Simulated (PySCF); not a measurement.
Ligands exchanged one at a time, B Br-I. Isolated molecules, 0 K electronic values unless said otherwise. Strings in code marks are SMILES.

Level of theory: B3LYP-D3(BJ)/def2-TZVP run with PySCF 2.14.0. B3LYP has the VWN-RPA correlation part, as in Gaussian. Delta-SCF ions had no search for a lower state. Excitations are Tamm–Dancoff values on a coarser integration grid. The basis has no diffuse functions, so Rydberg states are missing or too high.

| species | vertical ionisation energy (Delta-SCF) (eV) | brightest of the four lowest singlets (TDA) (eV) | LUMO (eV) |
|---|---|---|---|
| 0 of 3 Br replaced by I (`BrB(Br)Br`) | 10.22 | [?] | -2.27 |
| 1 of 3 Br replaced by I (`BrB(I)Br`) | [?] | 5.00 | -2.40 |
| 2 of 3 Br replaced by I (`IB(I)Br`) | 9.32 | [?] | -2.52 |
| 3 of 3 Br replaced by I (`B(I)(I)I`) | 9.06 | 4.58 | -2.64 |

Question: Fill in the missing entries.

Answer: 
- 0 of 3 Br replaced by I (`BrB(Br)Br`), brightest of the four lowest singlets (TDA) (eV): 5.89
- 1 of 3 Br replaced by I (`BrB(I)Br`), vertical ionisation energy (Delta-SCF) (eV): 9.69
- 2 of 3 Br replaced by I (`IB(I)Br`), brightest of the four lowest singlets (TDA) (eV): 4.68
